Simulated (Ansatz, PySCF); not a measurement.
Dimer: boric acid (SMILES OB(O)O) (first 7 atoms) with NH3 (SMILES N); geometry from B3LYP-D3(BJ)/def2-TZVP.
(charge 0, multiplicity 1):
```xyz
11

O     -0.00238    -0.57182    -1.19767
B     -0.15521    -0.19618     0.11024
O     -1.36115     0.38326     0.47840
O      0.87794    -0.41176     0.96647
H     -0.78684    -0.37711    -1.71828
H     -1.39826     0.62139     1.40848
H      0.69824    -0.11936     1.88130
N      0.40225     0.43593     3.69128
H      0.30297     1.42922     3.87081
H     -0.31101    -0.04699     4.22676
H      1.30129     0.15267     4.06765
```

Basis-set superposition error: the interaction energy with monomers in their own basis, and in the dimer's basis (counterpoise).

Codes used: Ansatz (a quantum-chemistry and plane-wave program) with Gaussian orbitals; PySCF for 6-31G* rows. Each number belongs to the level named beside it.

```csv
level,uncorrected (kJ/mol),counterpoise (kJ/mol),difference
HF/aug-cc-pVDZ,-31.8,-29.3,2.4
B97M-V/def2-TZVPPD,-40.1,-39.6,0.5
B3LYP/def2-TZVPPD,-36.7,-36.0,0.7
BHLYP/def2-TZVPPD,-38.9,-38.3,0.5
CAM-B3LYP/def2-TZVPPD,-40.5,-39.9,0.7
B2PLYP/def2-TZVPPD,-38.9,-37.6,1.3
MP2/6-31G*,-53.9,-42.9,11.0
MP2/aug-cc-pVDZ,-43.9,-37.2,6.7
SCS-MP2/aug-cc-pVDZ,-40.7,-33.8,6.8
CCSD(T)/aug-cc-pVDZ,-43.4,-36.5,6.9
```

The error is largest for MP2/6-31G* (11.0 kJ/mol) and smallest for BHLYP/def2-TZVPPD (0.5 kJ/mol).
